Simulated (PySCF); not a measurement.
B(H)2(iPr) (C3H9B), SMILES C(C)(C)B.

Coordinates come from a ωB97X-D3(BJ)/def2-SVP optimisation. The structure was generated by enumeration, and PubChem lists no compound with its InChIKey, so it may never have been made.

Computed with PBE/def2-TZVP run with PySCF.

The molecule is in vacuum.

- total energy: -144.38182 hartree
- point group: Cs
- highest occupied level: -7.01 eV
- lowest empty level: -2.29 eV
- orbital gap: 4.73 eV
- dipole moment: 0.72 D
- quadrupole, principal values (traceless, Buckingham form, about the centre of nuclear charge): -2.99, -0.51, 3.49 D·Å
- mean static polarisability: 54.6 bohr³ (8.09 Å³)
- polarisability, principal values: 45.8, 57.8, 60.2 bohr³
